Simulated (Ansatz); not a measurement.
Harmonic vibrations of the cluster GaO₃ by finite differences.

```yaml
crystal:
  periodic: [false, false, false]
  atoms:
    - {symbol: Ga, position_ang: [-0.029645, 0.420487, 0.245382]}
    - {symbol: O, position_ang: [-0.128161, 1.844800, 1.078073]}
    - {symbol: O, position_ang: [0.085006, -1.479107, -0.068063]}
    - {symbol: O, position_ang: [0.072801, -0.786170, -1.255382]}
basis:
  gaussian: {orbitals: def2-TZVP}
magnetization: {spin_polarized: true, initial_magnetization: 1}
hamiltonian: {xc: r2scan, dispersion: d4}
scf: {omitted_lower_state_checks: [starts]}
phonons: {temperatures: {t_min: 298.15, t_max: 900, t_step: 200}}
```

```sh
$ ansatz run in.yaml --threads 4 --pin off --events-out ev --progress --plain --max-ram 3916MiB
```

Output, abridged:

```
Functional definition: r2SCAN
mean field -58514.31188785 eV, -2150.3612994534 hartree, gradient 8.5e-6 eV, S^2 0.757405; 0 other end points of the search recorded, 0 dependent functions left out
mean field -58514.31188261 eV, -2150.3612992606 hartree, gradient 2.2e-6 eV, S^2 0.757405; 0 other end points of the search recorded, 0 dependent functions left out
mean field -58514.31187817 eV, -2150.3612990975 hartree, gradient 2.3e-6 eV, S^2 0.757406; 0 other end points of the search recorded, 0 dependent functions left out
mean field -58514.31174942 eV, -2150.3612943660 hartree, gradient 3.3e-6 eV, S^2 0.757408; 0 other end points of the search recorded, 0 dependent functions left out
mean field -58514.31172862 eV, -2150.3612936018 hartree, gradient 2.7e-6 eV, S^2 0.757403; 0 other end points of the search recorded, 0 dependent functions left out
mean field -58514.31184293 eV, -2150.3612978026 hartree, gradient 3.2e-6 eV, S^2 0.757407; 0 other end points of the search recorded, 0 dependent functions left out
mean field -58514.31183003 eV, -2150.3612973285 hartree, gradient 3.4e-6 eV, S^2 0.757404; 0 other end points of the search recorded, 0 dependent functions left out
mean field -58514.31188454 eV, -2150.3612993317 hartree, gradient 2.9e-6 eV, S^2 0.757405; 0 other end points of the search recorded, 0 dependent functions left out
mean field -58514.31188658 eV, -2150.3612994066 hartree, gradient 2.8e-6 eV, S^2 0.757406; 0 other end points of the search recorded, 0 dependent functions left out
mean field -58514.31178658 eV, -2150.3612957317 hartree, gradient 2.1e-6 eV, S^2 0.757410; 0 other end points of the search recorded, 0 dependent functions left out
mean field -58514.31180068 eV, -2150.3612962500 hartree, gradient 2.1e-6 eV, S^2 0.757401; 0 other end points of the search recorded, 0 dependent functions left out
mean field -58514.31185018 eV, -2150.3612980691 hartree, gradient 2.2e-6 eV, S^2 0.757408; 0 other end points of the search recorded, 0 dependent functions left out
mean field -58514.31185912 eV, -2150.3612983976 hartree, gradient 2.2e-6 eV, S^2 0.757403; 0 other end points of the search recorded, 0 dependent functions left out
mean field -58514.31188706 eV, -2150.3612994242 hartree, gradient 2.4e-6 eV, S^2 0.757406; 0 other end points of the search recorded, 0 dependent functions left out
mean field -58514.31188771 eV, -2150.3612994482 hartree, gradient 2.1e-6 eV, S^2 0.757405; 0 other end points of the search recorded, 0 dependent functions left out
mean field -58514.31181696 eV, -2150.3612968482 hartree, gradient 2.2e-6 eV, S^2 0.757393; 0 other end points of the search recorded, 0 dependent functions left out
mean field -58514.31185106 eV, -2150.3612981014 hartree, gradient 3.3e-6 eV, S^2 0.757418; 0 other end points of the search recorded, 0 dependent functions left out
mean field -58514.31182759 eV, -2150.3612972390 hartree, gradient 2.3e-6 eV, S^2 0.757418; 0 other end points of the search recorded, 0 dependent functions left out
mean field -58514.31177664 eV, -2150.3612953664 hartree, gradient 3.2e-6 eV, S^2 0.757393; 0 other end points of the search recorded, 0 dependent functions left out
mean field -58514.31188653 eV, -2150.3612994047 hartree, gradient 2.3e-6 eV, S^2 0.757406; 0 other end points of the search recorded, 0 dependent functions left out
mean field -58514.31188827 eV, -2150.3612994687 hartree, gradient 2.4e-6 eV, S^2 0.757405; 0 other end points of the search recorded, 0 dependent functions left out
mean field -58514.31185921 eV, -2150.3612984009 hartree, gradient 2.2e-6 eV, S^2 0.757410; 0 other end points of the search recorded, 0 dependent functions left out
mean field -58514.31183177 eV, -2150.3612973926 hartree, gradient 3.3e-6 eV, S^2 0.757401; 0 other end points of the search recorded, 0 dependent functions left out
mean field -58514.31176313 eV, -2150.3612948698 hartree, gradient 3.3e-6 eV, S^2 0.757389; 0 other end points of the search recorded, 0 dependent functions left out
mean field -58514.31181802 eV, -2150.3612968873 hartree, gradient 3.2e-6 eV, S^2 0.757422; 0 other end points of the search recorded, 0 dependent functions left out
Total energy: -58514.32709878 eV, -2150.3618584447 hartree
Atom 0 at    -0.029645     0.420487     0.245382 Å, force     0.000876     0.004423     0.002680 eV/Å
Atom 1 at    -0.128161     1.844800     1.078073 Å, force    -0.000285    -0.004786    -0.002860 eV/Å
Atom 2 at     0.085006    -1.479107    -0.068063 Å, force    -0.000186    -0.005966     0.010568 eV/Å
Atom 3 at     0.072801    -0.786170    -1.255382 Å, force    -0.000405     0.006330    -0.010388 eV/Å
Dipole moment:     0.036293    -0.528289    -0.309036 e Å
Vibrations: 50.45 150.71 300.11 513.02 932.10 1114.12 cm⁻¹, zero-point energy 0.189727 eV
Checks for a lower state left out: starts
```

Hardware: 4 threads of Arm Neoverse V2 on a shared host. Wall time 53 s.

The structure holds one bond between oxygen atoms, so isomers without such links may lie far lower. The relaxation made no stability test and no search for a lower SCF solution. The structure comes from a short search, and lower isomers may exist.
